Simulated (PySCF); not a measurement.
H2Be, charge -1, doublet, at the geometry of the source list (a state made from the parent by changing its charge; the spin is typed, not shown lowest) (in this run its highest filled SCF level lies above zero, so its values depend strongly on the basis, on diffuse functions most of all). Base run: PBE0/def2-SVP run with PySCF.

PySCF was given this input:
```python
from pyscf import gto, scf, dft, solvent

mol = gto.Mole()
mol.atom = '''
    Be    0.000900   -0.000200   -0.000000
    H     0.542500   -0.702100    0.919800
    H    -0.543400    0.702300   -0.919800
'''
mol.basis = 'def2-svp'
mol.charge = -1
mol.spin = 1
mol.verbose = 3
mol.build()

mf = dft.UKS(mol)
mf.xc = 'pbe0'
mf.kernel()
```

The base run was repeated with changes; each row names its change, and settings that it needs were set with it.

| change | ΔE vs base (kJ/mol) |
|---|---|
| base | 0.00 |
| model = COSMO; solvent = n-hexane | -95.6 |
| model = IEF-PCM; solvent = n-hexane; lebedev_order = 41 | -119.8 |
| model = C-PCM; solvent = n-hexane | -121.4 |
| model = ddCOSMO; solvent = n-hexane | -105.1 |
| model = IEF-PCM; solvent = methanol | -254.9 |
| model = IEF-PCM; solvent = n-hexane; vdw_scale = 1.0 | -105.0 |
| model = IEF-PCM; solvent = n-hexane; r_probe = 0.5 | -119.0 |
| model = IEF-PCM; solvent = tetrahydrofuran | -226.1 |
| model = IEF-PCM; solvent = n-hexane; vdw_scale = 1.4 | -122.2 |
| model = SS(V)PE; solvent = n-hexane | -118.3 |
| model = IEF-PCM; solvent = acetonitrile | -255.7 |

The base is the gas phase, so ΔE is the electrostatic part of solvation at a fixed geometry, without cavity and dispersion terms.

Open shells are given as the SCF converged; they aren't shown to be the lowest states, and a large step between rows can be another state.

The gas-phase anion may not be bound at this level, which the solvent then changes.
